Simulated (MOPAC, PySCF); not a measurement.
System: SbI2, net charge 1, singlet state. SMILES of the parent species: [I][Sb][I]
Structure (B3LYP-D3(BJ)/def2-TZVP (Ansatz) minimum search):
```
Sb
I 1 2.6421
I 1 2.6421 2 103.42
```
Charge +1, spin multiplicity 1.

Unscaled harmonic wavenumbers (cm⁻¹) in rising order, each level at the stationary point that it reaches from this structure (no distance between atoms moves by over 0.3 Å); the order of modes can differ between levels, and a negative number is imaginary. B3LYP-D3(BJ)/def2-TZVP (PySCF, at the structure above): 69, 221, 227.

AM1 (MOPAC): 53, 244, 268. Zero-point energy 0.8 against 0.7 kcal/mol.

PM3 (MOPAC): 56, 231, 255. Zero-point energy 0.8 against 0.7 kcal/mol.

PM6 (MOPAC): 64, 162, 172. Zero-point energy 0.6 against 0.7 kcal/mol.
